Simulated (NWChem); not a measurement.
GaCl2 cation; SMILES [Cl][Ga+][Cl]

Results from NWChem. Pople sets run with spherical d functions. All runs use the structure optimised with PBE0/def2-SVP. Level PBE/6-31G*: energy and gradient on several grids; changes count from the extra-fine grid, which is no exact limit either.

| grid | size of the energy change (μHa) | largest change of a gradient component (μHa/bohr) |
|---|---|---|
| xcoarse | 10 | 200 |
| coarse | < 10 | < 30 |
| medium | < 10 | < 30 |
| fine | < 10 | < 30 |
| xfine | < 10 | < 30 |
